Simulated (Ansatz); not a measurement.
Born–Oppenheimer molecular dynamics of C3H8O2Si (14 atoms, charge 0, multiplicity 1). It starts from a relaxed structure.

Computed with Ansatz 0.2.0, RKS BHLYP/STO-3G.

```json
{"ensemble": "NVE (velocity Verlet)", "time step": "0.5 fs", "steps asked": "250", "starting velocities drawn for": "500 K", "seed": "421814"}
```

Frames 5 fs apart, positions in Å, forces in eV/Å.

Velocities at 45.0 fs (Å/ps):

```
C 3.44 -3.04 -0.14
Si 3.14 -0.91 -0.92
C 1.26 -2.56 3.33
O -6.26 -1.90 -0.55
C -3.17 -1.07 2.82
O 0.02 6.02 -1.92
H -3.92 23.25 19.25
H -20.57 23.08 9.14
H 4.43 27.20 10.46
H -15.29 -6.13 -27.87
H 15.59 -11.23 11.47
H 1.52 -27.87 6.77
H 9.99 6.95 -21.67
H 1.72 4.13 -14.24
```

```xyz
14
Properties=species:S:1:pos:R:3:forces:R:3 time_fs=45.0 energy_less_start_eV=0.341 T=283
C -1.474 -0.151 -1.160 2.04 -1.94 0.09
Si -0.407 0.311 0.306 -0.14 -1.26 -0.67
C -0.532 -1.014 1.639 -0.40 -0.92 -0.33
O -1.432 -1.877 1.716 0.39 0.52 0.18
C 1.354 0.311 -0.319 0.56 -1.47 0.10
O 2.257 1.021 0.590 -1.17 0.24 -0.43
H -1.143 0.345 -2.054 -0.15 0.75 -0.38
H -1.394 -1.234 -1.419 -0.28 1.00 0.65
H -2.466 0.085 -0.918 -1.85 0.32 -0.12
H -0.864 1.511 0.842 -0.14 1.25 0.40
H 0.353 -1.091 2.308 0.03 0.04 0.36
H 1.686 -0.771 -0.386 -0.43 1.09 0.00
H 1.276 0.639 -1.379 0.81 0.49 0.54
H 3.153 0.867 0.184 0.74 -0.11 -0.39
14
Properties=species:S:1:pos:R:3:forces:R:3 time_fs=50.0 energy_less_start_eV=0.324 T=292
C -1.454 -0.158 -1.152 -1.81 1.99 0.33
Si -0.394 0.302 0.300 -1.38 0.44 0.53
C -0.527 -1.038 1.657 -0.46 -0.80 -0.24
O -1.457 -1.880 1.714 0.96 0.91 0.18
C 1.349 0.293 -0.311 0.97 1.45 0.45
O 2.255 1.051 0.574 0.02 -0.46 -0.64
H -1.167 0.492 -2.001 0.03 -1.10 0.18
H -1.508 -1.214 -1.379 0.23 -0.10 -0.43
H -2.491 0.199 -0.906 1.10 -0.82 -0.31
H -0.937 1.593 0.745 0.76 -0.71 -0.05
H 0.359 -1.137 2.349 -0.49 0.08 -0.12
H 1.640 -0.740 -0.356 0.49 -1.04 -0.18
H 1.398 0.681 -1.338 -0.06 0.01 -0.01
H 3.154 0.895 0.119 -0.36 0.14 0.30
14
Properties=species:S:1:pos:R:3:forces:R:3 time_fs=55.0 energy_less_start_eV=0.368 T=264
C -1.457 -0.141 -1.137 -0.37 -0.36 -0.05
Si -0.391 0.294 0.297 -0.48 -0.58 0.49
C -0.532 -1.075 1.666 0.18 1.12 -0.77
O -1.471 -1.872 1.716 -0.59 -0.55 0.14
C 1.364 0.291 -0.296 1.58 -0.59 -0.77
O 2.249 1.074 0.552 0.25 -0.30 0.61
H -1.165 0.466 -1.973 0.44 -0.12 -0.80
H -1.559 -1.191 -1.409 0.53 0.15 -0.08
H -2.445 0.192 -0.930 -1.16 0.22 0.42
H -0.868 1.589 0.668 0.26 0.12 0.49
H 0.296 -1.168 2.398 0.28 0.10 0.17
H 1.663 -0.806 -0.359 -0.01 1.35 0.01
H 1.518 0.731 -1.303 -0.86 -0.66 -0.05
H 3.138 0.944 0.088 -0.06 0.09 0.21
14
Properties=species:S:1:pos:R:3:forces:R:3 time_fs=60.0 energy_less_start_eV=0.281 T=320
C -1.475 -0.120 -1.126 -0.78 -0.90 -1.80
Si -0.391 0.281 0.298 0.98 -0.62 0.51
C -0.535 -1.093 1.664 0.30 1.11 0.05
O -1.491 -1.870 1.719 -0.45 -0.55 0.03
C 1.403 0.287 -0.291 -0.80 0.63 -0.83
O 2.244 1.095 0.538 -0.02 0.39 1.14
H -1.102 0.376 -2.043 -0.57 0.31 0.79
H -1.505 -1.179 -1.462 0.03 0.60 0.96
H -2.515 0.186 -0.906 0.72 -0.11 -0.48
H -0.732 1.604 0.699 -0.09 0.13 0.50
H 0.269 -1.174 2.457 -0.17 0.19 -0.53
H 1.729 -0.734 -0.364 0.59 -1.15 0.11
H 1.464 0.670 -1.318 -0.37 -0.01 -0.26
H 3.132 1.010 0.091 0.61 0.00 -0.18
14
Properties=species:S:1:pos:R:3:forces:R:3 time_fs=65.0 energy_less_start_eV=0.268 T=329
C -1.500 -0.109 -1.139 0.48 0.16 0.68
Si -0.383 0.264 0.304 0.98 0.77 0.77
C -0.537 -1.091 1.658 -1.80 -0.10 -0.41
O -1.516 -1.875 1.722 1.07 0.57 -0.01
C 1.433 0.284 -0.304 -0.65 -2.00 -0.90
O 2.245 1.120 0.538 0.91 0.57 -0.31
H -1.128 0.374 -2.020 0.01 0.68 -0.58
H -1.453 -1.153 -1.359 -0.28 -0.99 -0.04
H -2.527 0.178 -0.957 -0.21 0.04 -0.07
H -0.615 1.626 0.832 -0.07 -1.13 -0.23
H 0.243 -1.142 2.441 0.38 -0.01 0.12
H 1.877 -0.766 -0.341 -0.76 1.19 0.01
H 1.326 0.592 -1.374 0.77 0.26 0.61
H 3.172 1.085 0.098 -0.84 -0.01 0.33
14
Properties=species:S:1:pos:R:3:forces:R:3 time_fs=70.0 energy_less_start_eV=0.389 T=252
C -1.517 -0.100 -1.149 0.69 -0.92 0.45
Si -0.367 0.250 0.314 0.83 -1.08 -0.84
C -0.567 -1.088 1.647 0.06 0.05 0.17
O -1.528 -1.873 1.726 0.37 0.05 0.14
C 1.447 0.257 -0.326 -0.86 1.49 1.24
O 2.250 1.152 0.537 -1.59 -0.12 -0.16
H -1.183 0.462 -2.042 0.05 -0.97 0.32
H -1.456 -1.229 -1.238 -0.24 1.84 -0.77
H -2.563 0.173 -1.019 0.03 -0.08 0.47
H -0.525 1.476 0.952 -0.43 1.23 0.46
H 0.264 -1.112 2.418 -0.52 -0.16 -0.32
H 1.920 -0.700 -0.323 0.25 -1.48 -0.22
H 1.345 0.585 -1.363 0.63 0.32 -0.36
H 3.151 1.151 0.116 0.74 -0.16 -0.57
14
Properties=species:S:1:pos:R:3:forces:R:3 time_fs=75.0 energy_less_start_eV=0.381 T=257
C -1.524 -0.093 -1.145 -0.29 1.80 1.53
Si -0.346 0.232 0.320 -0.30 1.29 -0.41
C -0.599 -1.083 1.635 0.95 0.30 -0.42
O -1.535 -1.871 1.732 -1.06 -0.80 0.13
C 1.451 0.244 -0.331 1.43 0.18 0.12
O 2.242 1.183 0.530 -0.22 -0.95 -0.82
H -1.212 0.397 -2.050 0.29 0.24 -0.39
H -1.503 -1.128 -1.295 0.11 -2.07 -0.59
H -2.583 0.155 -0.985 0.60 0.17 0.29
H -0.518 1.478 1.107 -0.06 -0.79 -1.04
H 0.223 -1.116 2.369 0.33 -0.09 0.59
H 1.940 -0.789 -0.347 -0.79 1.33 0.07
H 1.505 0.635 -1.383 -0.35 -0.52 0.70
H 3.159 1.183 0.075 -0.64 -0.09 0.24
14
Properties=species:S:1:pos:R:3:forces:R:3 time_fs=80.0 energy_less_start_eV=0.477 T=195
C -1.526 -0.077 -1.121 1.33 -2.64 -1.39
Si -0.325 0.221 0.320 -0.13 -0.22 -1.84
C -0.613 -1.077 1.620 0.92 -1.32 1.21
O -1.555 -1.878 1.740 -0.13 0.26 -0.28
C 1.473 0.246 -0.326 -0.65 1.77 0.95
O 2.225 1.200 0.515 -0.14 -0.91 -0.11
H -1.201 0.361 -2.080 -0.34 0.67 0.84
H -1.541 -1.187 -1.439 -0.02 1.97 1.37
H -2.541 0.186 -0.883 -0.49 0.38 -0.04
H -0.538 1.391 1.078 -0.23 0.91 -0.07
H 0.208 -1.136 2.404 -0.43 0.19 -0.37
H 1.865 -0.749 -0.351 0.83 -1.24 0.42
H 1.588 0.610 -1.340 -0.74 0.05 -0.84
H 3.118 1.196 0.045 0.20 0.12 0.16
14
Properties=species:S:1:pos:R:3:forces:R:3 time_fs=85.0 energy_less_start_eV=0.292 T=315
C -1.513 -0.086 -1.108 -0.34 3.45 1.52
Si -0.306 0.211 0.307 -0.70 0.44 -0.63
C -0.613 -1.093 1.623 -0.64 -1.06 0.38
O -1.578 -1.883 1.743 0.54 0.70 -0.47
C 1.490 0.267 -0.309 -0.60 -1.79 -1.22
O 2.207 1.205 0.497 0.32 0.27 0.49
H -1.237 0.481 -1.987 0.11 0.14 -0.24
H -1.582 -1.078 -1.371 -0.21 -2.88 -0.66
H -2.514 0.275 -0.796 0.71 -0.45 -0.31
H -0.602 1.449 0.994 0.09 -0.13 -0.34
H 0.152 -1.123 2.415 0.53 0.03 0.47
H 1.897 -0.802 -0.270 -0.14 1.51 0.00
H 1.512 0.561 -1.400 -0.12 -0.31 1.01
H 3.105 1.232 0.054 0.44 0.09 -0.02
14
Properties=species:S:1:pos:R:3:forces:R:3 time_fs=90.0 energy_less_start_eV=0.451 T=213
C -1.499 -0.067 -1.083 0.06 -1.72 -0.65
Si -0.293 0.203 0.289 -0.79 0.34 0.93
C -0.617 -1.127 1.638 1.08 0.93 0.67
O -1.594 -1.878 1.740 -0.13 -0.18 -0.23
C 1.490 0.266 -0.305 -1.13 -0.21 0.44
O 2.196 1.215 0.486 1.20 1.55 0.46
H -1.259 0.606 -1.914 0.14 -0.99 -0.34
H -1.639 -1.186 -1.337 0.48 2.67 -0.06
H -2.442 0.303 -0.744 -0.99 -0.03 0.44
H -0.647 1.504 0.853 0.38 -0.64 -0.08
H 0.157 -1.107 2.474 -0.49 -0.27 -0.50
H 1.952 -0.690 -0.184 0.49 -1.49 -0.30
H 1.414 0.484 -1.361 0.52 0.34 -0.88
H 3.135 1.282 0.082 -0.82 -0.30 0.10
14
Properties=species:S:1:pos:R:3:forces:R:3 time_fs=95.0 energy_less_start_eV=0.462 T=205
C -1.491 -0.054 -1.059 -1.19 2.53 0.52
Si -0.286 0.196 0.277 -0.21 -1.52 1.18
C -0.609 -1.146 1.661 -0.48 1.19 -0.82
O -1.611 -1.875 1.733 0.21 -0.03 -0.20
C 1.478 0.249 -0.300 1.64 -1.27 -0.88
O 2.194 1.244 0.482 -1.20 0.49 0.35
H -1.253 0.552 -1.924 -0.08 0.20 -0.17
H -1.627 -1.021 -1.377 -0.22 -2.92 -0.88
H -2.462 0.287 -0.650 0.63 -0.20 -0.59
H -0.622 1.478 0.715 0.01 0.97 0.87
H 0.117 -1.146 2.485 0.59 -0.21 0.50
H 2.041 -0.732 -0.175 -1.06 0.88 -0.43
H 1.428 0.456 -1.412 0.51 0.03 1.13
H 3.102 1.277 0.087 0.84 -0.16 -0.57
14
Properties=species:S:1:pos:R:3:forces:R:3 time_fs=100.0 energy_less_start_eV=0.504 T=178
C -1.501 -0.029 -1.044 -0.28 -3.21 -2.86
Si -0.281 0.180 0.276 -0.10 1.11 1.89
C -0.605 -1.144 1.675 -0.38 -0.01 0.31
O -1.624 -1.872 1.723 1.01 0.69 -0.20
C 1.488 0.218 -0.302 0.24 1.68 0.82
O 2.186 1.280 0.480 0.49 -1.16 -1.10
H -1.264 0.523 -1.956 -0.20 0.64 0.52
H -1.609 -1.090 -1.475 0.19 1.80 1.44
H -2.455 0.253 -0.643 -0.74 0.30 -0.20
H -0.571 1.564 0.738 0.39 -1.33 0.08
H 0.146 -1.227 2.534 -0.43 0.17 -0.85
H 1.983 -0.724 -0.235 0.69 -1.31 0.51
H 1.538 0.462 -1.350 -0.22 0.37 -0.95
H 3.111 1.236 0.034 -0.64 0.27 0.59
```

Of the whole run (125 fs, mean temperature of the second half 250 K): The conserved energy stayed within 0.47 meV per atom of its start (net change 0.25 meV per atom), so the integration is sound. The temperature averaged 0.50 of the 500 K drawn at the start: a run that starts near a minimum puts about half its kinetic energy into the potential. A run of 0.12 ps of so small a system gives no equilibrium averages. Limits of this set-up: minimal basis.

Time of the run: 10 min on 1 thread of Arm Neoverse V1 (shared host), peak memory 0.099 GiB.
